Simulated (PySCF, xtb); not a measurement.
trichloro(chlorosilyl)silane (Cl4H2Si2), SMILES Cl[SiH2][Si](Cl)(Cl)Cl. Other conformers were not sampled.

Harmonic wavenumbers (cm⁻¹) from GFN2-xTB (xtb) at its own minimum, in rising order: 16, 61, 84, 112, 144, 151, 184, 329, 421, 476, 481, 484, 553, 573, 681, 780, 2238, 2258.

Q: What does ωB97X-D3(BJ)/def2-SVP in PySCF give at its own minimum? (An estimate is asked for; the answer gives what the named calculation found.)

A: 33, 55, 100, 135, 177, 187, 221, 388, 499, 554, 604, 629, 630, 701, 841, 947, 2282, 2293. Paired by order, the mean absolute difference is 70 cm⁻¹ and the zero-point energies are 14.3 and 16.1 kcal/mol.
